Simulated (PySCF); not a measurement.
# Stretching TeCl

Set-up: Te def2-TZVPP with ECP28, Cl def2-TZVPP; scalar-relativistic core potentials (PySCF 2.14). Energies in eV from Te + Cl in their ground configurations at the same level. State: ²Π (doublet), unpaired electrons π ↑.

All columns are TPSS. A positive dipole means Te(−)Cl(+).

| R (Å) | E (eV) | μ (D) | Mulliken charge on Te (basis-dependent) | HOMO (eV) | LUMO (eV) | Mayer bond order | ⟨S²⟩ |
| --- | --- | --- | --- | --- | --- | --- | --- |
| 1.995 | -1.529 | 0.05 | 0.19 | -4.83 | -4.58 | 1.28 | 0.75 |
| 2.088 | -2.298 | -0.34 | 0.20 | -5.01 | -4.76 | 1.24 | 0.75 |
| 2.181 | -2.720 | -0.73 | 0.21 | -5.18 | -4.92 | 1.21 | 0.75 |
| 2.250 | -2.875 | -1.01 | 0.22 | -5.30 | -5.04 | 1.19 | 0.75 |
| 2.320 | -2.930 | -1.29 | 0.22 | -5.41 | -5.15 | 1.18 | 0.75 |
| 2.390 | -2.911 | -1.55 | 0.22 | -5.52 | -5.25 | 1.16 | 0.75 |
| 2.482 | -2.803 | -1.89 | 0.23 | -5.65 | -5.37 | 1.14 | 0.75 |
| 2.598 | -2.584 | -2.29 | 0.24 | -5.80 | -5.51 | 1.11 | 0.75 |
| 2.738 | -2.254 | -2.72 | 0.25 | -5.95 | -5.66 | 1.08 | 0.75 |
| 2.923 | -1.781 | -3.21 | 0.26 | -6.12 | -5.81 | 1.04 | 0.76 |

A fit through these points gives, at Re = 2.334 Å, μ = -1.34 D and dμ/dR = -3.85 D/Å; the reduced mass is 27.55 u.

Question: How strong is the fundamental in the double-harmonic approximation, I = 42.26·(dμ/dR)²/μred km/mol?

Answer: I = 42.26·(-3.85)²/27.55 = 22.7 km/mol at TPSS.

These are scalar-relativistic numbers at best; spin–orbit coupling would shift them, the dissociation energy most. The state was picked by a PBE0 search and need not be the measured ground state.
